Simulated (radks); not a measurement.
Species: the osmium ion Os40+. Configuration: [Kr]. Calculated with a radial shooting solver on a logarithmic mesh with Libxc functionals: Dirac Kohn-Sham, PBE, spin-unpolarised, spherical densities, finite nucleus; Fermi nuclear charge, rms radius 5.4126 fm.

Radial electron density D(r) = 4 pi r^2 rho(r):

r (bohr)   D(r) (e/bohr)
0.0008425          6.836
0.001071           9.857
0.001362           14.07
0.001731           19.85
0.0022             27.56
0.002797           37.52
0.003556           49.85
0.004521           64.21
0.005747           79.54
0.007306           93.90
0.009287           104.6
0.01181            109.0
0.01501            106.4
0.01908            99.97
0.02426            96.98
0.03108            105.4
0.03951            123.8
0.05023            138.2
0.06386            132.5
0.08118            111.2
0.1032             102.9
0.1312             117.9
0.1668             120.3
0.212              83.84
0.2695             45.12
0.3426             34.92
0.4356             27.29
0.5537             10.92
0.7039             1.794
0.8948            0.1011
1.138           0.001538

D(r) has 3 maxima, at r = 0.0121, 0.0536, 0.152 bohr, and minima at 0.0235, 0.0984 bohr, inside which lie 2.02, 10.95 electrons.
